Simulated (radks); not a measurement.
The nuclear charge of neutral tin is varied continuously with 50 electrons held in [Kr] 4d10 5s2 5p2. Method: scalar-relativistic Kohn-Sham, PBEsol, spin-polarised, spherical densities, finite nucleus; open shells are filled with parallel spins first (spin-orbit coupling, left out, can overturn this in heavy ions); Fermi nuclear charge, rms radius 4.6519 fm; computed with a radial shooting solver on a logarithmic mesh with Libxc functionals. By the Hellmann-Feynman theorem dE/dZ = E(electron-nucleus)/Z, the electronic potential at the nucleus (averaged over a nucleus of fixed radius). The scalar-relativistic energy here is not variational (the density holds large components alone), so the two differ by a part that grows with Z.

Z	E (hartree)	E(electron-nucleus)/Z (hartree)	HOMO	e(HOMO) (eV)	<r> HOMO (bohr)
49.8	-6114.54958	-297.010	5p	-2.767	3.360
50	-6174.31611	-298.671	5p	-4.172	3.187
50.2	-6234.41760	-300.331	5p	-5.685	3.045
50.4	-6294.85390	-301.990	5p	-7.297	2.925
50.6	-6355.62495	-303.649	5p	-9.000	2.820
50.8	-6416.73074	-305.308	5p	-10.788	2.727
51	-6478.17131	-306.966	5p	-12.657	2.644

The central difference of E at Z = 50 is -299.670 hartree, to compare with the third column; the second derivative is -8.37 hartree.
